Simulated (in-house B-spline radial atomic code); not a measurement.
Configurations of Cu III (Cu2+), with energies counted from [Ar] (3d3/2)4 (3d5/2)5. Level of theory: Dirac-Hartree-Fock, average of each configuration as written, Fermi nucleus of rms radius 3.8823 fm; calculated with an all-electron radial atomic-structure program (B-spline basis). Energies include first-order Breit, QED and recoil terms.

Occupations are held fixed; configurations that lie above the ionisation limit could autoionise.

```
                                        configuration  E - E(ref) (eV)  highest orbital  its <r> (bohr)
                               [Ar] (3d3/2)3 (3d5/2)6          0.24928            3d5/2          0.9057
                      [Ar] (3d3/2)3 (3d5/2)5 (6p3/2)1           29.985            6p3/2           9.748
                      [Ar] (3d3/2)2 (3d5/2)6 (7g9/2)1           33.564            7g9/2           21.16
     [Ne] 3s2 (3p1/2)2 (3p3/2)3 (3d3/2)4 (3d5/2)5 6s1           104.15            6s1/2           8.591
[Ne] 3s2 (3p1/2)2 (3p3/2)3 (3d3/2)4 (3d5/2)5 (6p1/2)1           105.16            6p1/2           9.681
[Ne] 3s2 (3p1/2)2 (3p3/2)3 (3d3/2)4 (3d5/2)5 (6f5/2)1            107.9            6f5/2           15.89
```

Task: Order these further configurations by energy, lowest first.
A. [Ar] (3d3/2)2 (3d5/2)6 (6g7/2)1
B. [Ne] 3s2 (3p1/2)2 (3p3/2)3 (3d3/2)4 (3d5/2)5 (5d3/2)1
C. [Ne] 3s2 (3p1/2)2 (3p3/2)3 (3d3/2)4 (3d5/2)5 (5g7/2)1
D. [Ar] (3d3/2)2 (3d5/2)6 (6d5/2)1
E. [Ar] (3d3/2)4 (3d5/2)4 (5g9/2)1

Result: E (30.74 eV), D (31.475 eV), A (32.661 eV), B (104.21 eV), C (106.42 eV).

Task: How far above the reference does [Ar] (3d3/2)2 (3d5/2)6 (6f5/2)1 lie?

Result: 32.649 eV; its least bound orbital is 6f5/2 with <r> = 15.91 bohr.
